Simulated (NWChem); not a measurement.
System: AlNH$_{3}$Cl$_{2}$ cation, singlet

NWChem printed, in part:

```
             Northwest Computational Chemistry Package (NWChem) 7.3.0
             --------------------------------------------------------

                             Geometry "geometry" -> ""
                             -------------------------

 Output coordinates in angstroms (scale by  1.889725989 to convert to a.u.)

  No.       Tag          Charge          X              Y              Z
 ---- ---------------- ---------- -------------- -------------- --------------
    1 Al                  13.0000    -0.02863300    -0.00005800     0.00242800
    2 Cl                  17.0000     0.72628600    -1.90290500     0.00315900
    3 Cl                  17.0000     0.70268500     1.91207600     0.00434300
    4 N                    7.0000    -2.01563200    -0.01679700    -0.00485100
    5 H                    1.0000    -2.40141800    -0.20519200    -0.93980300
    6 H                    1.0000    -2.41851100     0.87958800     0.29656900
    7 H                    1.0000    -2.40456400    -0.74542200     0.60765400

 Effective nuclear repulsion energy (a.u.)     250.6703679929

  pbe96 is a nonlocal functional; adding pw91lda local functional.
                              NWChem Property Module
                              ----------------------

  itol2e modified to match energy
  convergence criterion.

                                 NWChem DFT Module
                                 -----------------

 Summary of "ao basis" -> "ao basis" (spherical)
 ------------------------------------------------------------------------------
       Tag                 Description            Shells   Functions and Types
 ---------------- ------------------------------  ------  ---------------------
 Al                         pcsseg-1                10       24   4s5p1d
 Cl                         pcsseg-1                10       24   4s5p1d
 N                          pcsseg-1                 7       17   3s3p1d
 H                          pcsseg-1                 3        5   2s1p

  itol2e modified to match energy
  convergence criterion.

            General Information
            -------------------
          SCF calculation type: DFT
          Wavefunction type:  closed shell.
          No. of atoms     :     7
          No. of electrons :    56
           Alpha electrons :    28
            Beta electrons :    28
          Charge           :     1
          Spin multiplicity:     1
          Use of symmetry is: off; symmetry adaption is: off
          Maximum number of iterations: 150
          AO basis - number of functions:   104
                     number of shells:    46
          Convergence on energy requested:  1.00D-07
          Convergence on density requested:  1.00D-05
          Convergence on gradient requested:  5.00D-04

              XC Information
              --------------
          PerdewBurkeErnzerhof Exchange Functional  1.000
            Perdew 1991 LDA Correlation Functional  1.000 local
           PerdewBurkeErnz. Correlation Functional  1.000 non-local

             Grid Information
             ----------------
          Grid used for XC integration:  fine
          Radial quadrature: Mura-Knowles
          Angular quadrature: Lebedev.
          Tag              B.-S. Rad. Rad. Pts. Rad. Cut. Ang. Pts.
          ---              ---------- --------- --------- ---------
          Al                  1.25      123          10.0       770
          Cl                  1.00      123          12.0       770
          N                   0.65       70          10.0       590
          H                   0.35       60          11.0       590
          Grid pruning is: on
          Number of quadrature shells:   619
          Spatial weights used:  Erf1

      Superposition of Atomic Density Guess
      -------------------------------------

 Sum of atomic energies:       -1216.51970431

 Renormalizing density from      57.00 to     56

      Non-variational initial energy
      ------------------------------

 Total energy =   -1204.261854
 1-e energy   =   -2142.065553
 2-e energy   =     687.133332
 HOMO         =      -0.747552
 LUMO         =      -0.311361

   convergence    iter        energy       DeltaE   RMS-Dens  Diis-err
 ---------------- ----- ----------------- --------- --------- ---------
 d= 0,ls=0.0,diis     1  -1218.5007642318 -1.47D+03  1.96D-02  2.56D+00
 d= 0,ls=0.0,diis     2  -1218.3198331732  1.81D-01  1.66D-02  2.86D+00
 d= 0,ls=0.0,diis     3  -1218.6180028238 -2.98D-01  5.25D-03  3.42D-01
 d= 0,ls=0.0,diis     4  -1218.6662441437 -4.82D-02  8.87D-04  1.98D-02
 d= 0,ls=0.0,diis     5  -1218.6677639176 -1.52D-03  3.14D-04  5.41D-03
  Resetting Diis
 d= 0,ls=0.0,diis     6  -1218.6682702358 -5.06D-04  1.00D-04  2.65D-04
 d= 0,ls=0.0,diis     7  -1218.6683006906 -3.05D-05  7.52D-05  1.20D-05
 d= 0,ls=0.0,diis     8  -1218.6682976487  3.04D-06  4.80D-05  3.17D-05
 d= 0,ls=0.0,diis     9  -1218.6683025504 -4.90D-06  4.40D-06  4.82D-07
 d= 0,ls=0.0,diis    10  -1218.6683025871 -3.67D-08  8.87D-07  3.23D-08

         Total DFT energy =    -1218.668302587102
      One electron energy =    -2172.088756247720
           Coulomb energy =      785.149604724590
    Exchange-Corr. energy =      -82.399519056916
 Nuclear repulsion energy =      250.670367992944

 Numeric. integr. density =       55.999999700057

                       DFT Final Molecular Orbital Analysis
                       ------------------------------------

 Vector   26  Occ=2.000000D+00  E=-4.844140D-01
              MO Center=  6.3D-01,  3.7D-02,  4.5D-03, r^2= 4.6D+00
   Bfn.  Coefficient  Atom+Function         Bfn.  Coefficient  Atom+Function
  ----- ------------  ---------------      ----- ------------  ---------------
    62      0.391116  3 Cl px                38      0.383191  2 Cl px
    65      0.299644  3 Cl px                41      0.293144  2 Cl px
    75      0.117828  4 N  s                 14      0.108981  1 Al px
    53     -0.102606  3 Cl px                82      0.101193  4 N  px
    29     -0.100516  2 Cl px                56     -0.100340  3 Cl px

 Vector   27  Occ=2.000000D+00  E=-4.781467D-01
              MO Center=  6.9D-01, -1.7D-02,  2.7D-03, r^2= 4.6D+00
   Bfn.  Coefficient  Atom+Function         Bfn.  Coefficient  Atom+Function
  ----- ------------  ---------------      ----- ------------  ---------------
    40      0.412092  2 Cl pz                64     -0.407752  3 Cl pz
    43      0.340417  2 Cl pz                67     -0.336060  3 Cl pz
    31     -0.109035  2 Cl pz                55      0.107832  3 Cl pz
    34     -0.107029  2 Cl pz                58      0.105830  3 Cl pz
    21     -0.072989  1 Al d -1              37      0.054987  2 Cl pz

 Vector   28  Occ=2.000000D+00  E=-4.740345D-01
              MO Center=  6.5D-01, -2.7D-02,  4.2D-03, r^2= 4.7D+00
   Bfn.  Coefficient  Atom+Function         Bfn.  Coefficient  Atom+Function
  ----- ------------  ---------------      ----- ------------  ---------------
    38      0.366555  2 Cl px                62     -0.361927  3 Cl px
    41      0.297215  2 Cl px                65     -0.293269  3 Cl px
    39      0.199019  2 Cl py                63      0.193008  3 Cl py
    42      0.157358  2 Cl py                66      0.152834  3 Cl py
    29     -0.096650  2 Cl px                53      0.095401  3 Cl px

 Vector   29  Occ=0.000000D+00  E=-2.701092D-01
              MO Center= -3.9D-01, -1.2D-02,  2.4D-02, r^2= 4.6D+00
   Bfn.  Coefficient  Atom+Function         Bfn.  Coefficient  Atom+Function
  ----- ------------  ---------------      ----- ------------  ---------------
     4      0.890531  1 Al s                 75     -0.560366  4 N  s
     3      0.542056  1 Al s                  2     -0.302987  1 Al s
    52     -0.276087  3 Cl s                 28     -0.269567  2 Cl s
    66      0.255816  3 Cl py                42     -0.253734  2 Cl py
    63      0.215654  3 Cl py                39     -0.213744  2 Cl py

 Vector   30  Occ=0.000000D+00  E=-2.574962D-01
              MO Center=  2.0D-03,  6.4D-03, -3.9D-02, r^2= 3.6D+00
   Bfn.  Coefficient  Atom+Function         Bfn.  Coefficient  Atom+Function
  ----- ------------  ---------------      ----- ------------  ---------------
    16      0.650477  1 Al pz                19      0.533267  1 Al pz
    43     -0.248175  2 Cl pz                67     -0.248907  3 Cl pz
    64     -0.197604  3 Cl pz                40     -0.195109  2 Cl pz
    90      0.124425  5 H  s                 10     -0.116170  1 Al pz
    91      0.106791  5 H  s                  7     -0.104449  1 Al pz

 Vector   31  Occ=0.000000D+00  E=-1.978281D-01
              MO Center= -1.3D+00, -7.1D-03,  2.6D-03, r^2= 6.1D+00
   Bfn.  Coefficient  Atom+Function         Bfn.  Coefficient  Atom+Function
  ----- ------------  ---------------      ----- ------------  ---------------
    75      0.859932  4 N  s                  3      0.524703  1 Al s
    96     -0.451302  6 H  s                101     -0.438290  7 H  s
    91     -0.421754  5 H  s                 17      0.361046  1 Al px
     4      0.268983  1 Al s                 14      0.229964  1 Al px
    66      0.217290  3 Cl py                42     -0.215111  2 Cl py

     Multipole analysis of the density
     ---------------------------------

     L   x y z        total         alpha         beta         nuclear
     -   - - -        -----         -----         ----         -------
     0   0 0 0      1.000000    -28.000000    -28.000000     57.000000

[...]

          -----------------------------------------
          Chemical Shielding Tensors (GIAO, in ppm)
          -----------------------------------------

                                NWChem CPHF Module
                                ------------------

  scftype          =     RHF
  nclosed          =       28
  nopen            =        0
  variables        =     2128
  # of vectors     =        3
  tolerance        = 0.10D-03
  level shift      = 0.00D+00
  max iterations   =       50
  max subspace     =       30

 SCF residual:    5.6230902657133605E-005

Iterative solution of linear equations
  No. of variables     2128
  No. of equations        3
  Maximum subspace       30
        Iterations       50
       Convergence  1.0D-04

   iter   nsub   residual    time
   ----  ------  --------  ---------
     1      3    1.58D-05      54.6

      Atom:    1  Al
        Diamagnetic
    796.5247     -0.0153     -0.0113
     -0.0153    797.3454      0.0010
     -0.0113      0.0010    792.6986

        Paramagnetic
   -504.7102     -1.7023      0.3944
     -1.7023   -217.8482      0.0747
      0.3944      0.0747   -444.2679

        Total Shielding Tensor
    291.8146     -1.7176      0.3832
     -1.7176    579.4972      0.0757
      0.3832      0.0757    348.4308

           isotropic =     406.5808
          anisotropy =     259.3900

          Principal Components and Axis System
                 1           2           3
              579.5075    348.4334    291.8017

      1        -0.0060      0.0068      1.0000
      2         1.0000     -0.0003      0.0060
      3         0.0003      1.0000     -0.0068

      Atom:    2  Cl
        Diamagnetic
   1146.2593     -3.1253     -0.0046
     -3.1253   1151.2276     -0.0274
     -0.0046     -0.0274   1144.3815

        Paramagnetic
   -373.6330   -104.0293      0.1524
   -104.0293   -166.6699      3.5910
      0.1524      3.5910   -298.4648

        Total Shielding Tensor
    772.6263   -107.1546      0.1478
   -107.1546    984.5576      3.5635
      0.1478      3.5635    845.9167

           isotropic =     867.7002
          anisotropy =     242.4747

          Principal Components and Axis System
                 1           2           3
             1029.3500    845.8791    727.8715

      1        -0.3851      0.0186      0.9227
      2         0.9227     -0.0113      0.3854
      3         0.0176      0.9998     -0.0128

      Atom:    3  Cl
        Diamagnetic
   1146.1530      3.0353     -0.0029
      3.0353   1151.3045      0.0310
     -0.0029      0.0310   1144.3558

        Paramagnetic
   -378.5435    103.7224      0.2786
    103.7224   -168.4821     -3.6078
      0.2786     -3.6078   -300.6275

        Total Shielding Tensor
    767.6096    106.7577      0.2757
    106.7577    982.8224     -3.5768
      0.2757     -3.5768    843.7283

           isotropic =     864.7201
          anisotropy =     243.1971

          Principal Components and Axis System
                 1           2           3
             1026.8515    843.6940    723.6147

      1         0.3807      0.0191      0.9245
      2         0.9245      0.0110     -0.3810
      3        -0.0175      0.9998     -0.0135

      Atom:    4  N
        Diamagnetic
    319.7761     -0.1386     -0.2092
     -0.1386    315.3544     -0.0132
     -0.2092     -0.0132    313.6747

        Paramagnetic
    -88.4411     -2.6294     -4.1585
     -2.6294    -84.7698     -0.0970
     -4.1585     -0.0970   -101.3381

        Total Shielding Tensor
    231.3350     -2.7680     -4.3677
     -2.7680    230.5846     -0.1102
     -4.3677     -0.1102    212.3366

           isotropic =     224.7521
          anisotropy =      14.2592

          Principal Components and Axis System
                 1           2           3
              234.2582    228.6433    211.3547

      1         0.7913      0.5712      0.2183
      2        -0.5916      0.8054      0.0370
      3        -0.1547     -0.1584      0.9752

      Atom:    5  H
        Diamagnetic
     27.4941      1.3525      7.9383
      1.3525     21.4976      3.0347
      7.9383      3.0347     35.1893

        Paramagnetic
     -0.3081     -0.2364     -1.6530
     -0.2364      1.5895     -0.6238
     -1.6530     -0.6238     -1.3631

        Total Shielding Tensor
     27.1859      1.1162      6.2854
      1.1162     23.0871      2.4109
      6.2854      2.4109     33.8262

           isotropic =      28.0331
          anisotropy =      15.0702

          Principal Components and Axis System
                 1           2           3
               38.0799     23.4905     22.5289

      1         0.5054      0.8435      0.1817
      2         0.1735     -0.3056      0.9362
      3         0.8452     -0.4417     -0.3009

      Atom:    6  H
        Diamagnetic
     28.3056     -6.7691     -2.7556
     -6.7691     34.4825      4.6735
     -2.7556      4.6735     21.0753

        Paramagnetic
     -0.3685      1.1197      0.5540
      1.1197     -0.6966     -0.8205
      0.5540     -0.8205      1.5786

        Total Shielding Tensor
     27.9371     -5.6494     -2.2017
     -5.6494     33.7858      3.8530
     -2.2017      3.8530     22.6539

           isotropic =      28.1256
          anisotropy =      15.5126

          Principal Components and Axis System
                 1           2           3
               38.4674     24.5044     21.4051

      1        -0.4984      0.8602      0.1079
      2         0.8238      0.5087     -0.2502
      3         0.2701      0.0358      0.9622

      Atom:    7  H
        Diamagnetic
     27.8989      5.3166     -5.3775
      5.3166     29.8594     -7.7140
     -5.3775     -7.7140     26.2249

        Paramagnetic
     -0.3410     -0.9046      1.1026
     -0.9046      0.0248      1.4468
      1.1026      1.4468      0.6052

        Total Shielding Tensor
     27.5579      4.4119     -4.2749
      4.4119     29.8841     -6.2672
     -4.2749     -6.2672     26.8301

           isotropic =      28.0907
          anisotropy =      15.3041

          Principal Components and Axis System
                 1           2           3
               38.2935     24.2104     21.7683

      1         0.4954      0.8425      0.2114
      2         0.6710     -0.5257      0.5228
      3        -0.5516      0.1172      0.8258
```

Level: PBE/pcSseg-1, GIAO. Low-valent species are run as closed-shell singlets; no triplet was tried in these runs. Structure relaxed at the B3LYP/6-31G* (spherical d) level. The printed shielding anisotropy is the first printed principal value minus the mean of the other two.

Question: Write an input that gives this output.

Answer: One answer among several that fit: the input that was run:
```
start job
memory heap 200 mb stack 900 mb global 1100 mb
charge 1
geometry units angstroms noautosym nocenter noautoz
  Al    -0.028633    -0.000058     0.002428
  Cl     0.726286    -1.902905     0.003159
  Cl     0.702685     1.912076     0.004343
  N     -2.015632    -0.016797    -0.004851
  H     -2.401418    -0.205192    -0.939803
  H     -2.418511     0.879588     0.296569
  H     -2.404564    -0.745422     0.607654
end
basis spherical
  * library pcsseg-1
end
dft
  xc xpbe96 cpbe96
  iterations 150
end
property
  shielding
end
task dft property
```
